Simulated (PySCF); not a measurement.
Ba⁺ (barium, charge +1) across methods

[Xe] 6p1, 2P determinant (an excited configuration). Calculation: PySCF 2.14, in x2c-TZVPPall; the spin-free X2C one-electron Hamiltonian (Gaussian nucleus).

```tsv
method	E (hartree)	mean ε 5p α (eV)	mean ε 5p β (eV)	mean ε 6p α (eV)	Σ⟨r²⟩ (bohr²)	⟨S²⟩
BP86	-8135.35	-25.460	-25.413	-6.023	75.08	0.750
r2SCAN	-8134.44	-25.883	-25.862	-5.908	75.92	0.750
LDA	-8127.40	-25.519	-25.459	-5.910	75.01	0.750
UHF	-8131.35624	-30.922	-30.819	-6.993	79.90	0.750
B97-3	-8134.01	-27.112	-27.072	-6.214	76.07	0.750
PBE	-8134.01	-25.381	-25.322	-5.956	75.51	0.750
M06-L	-8134.23	-25.450	-25.436	-5.716	75.94	0.750
PBE0	-8134.09	-27.050	-26.982	-6.313	76.07	0.750
```

Spin-orbit coupling, absent here, splits the open shell strongly.
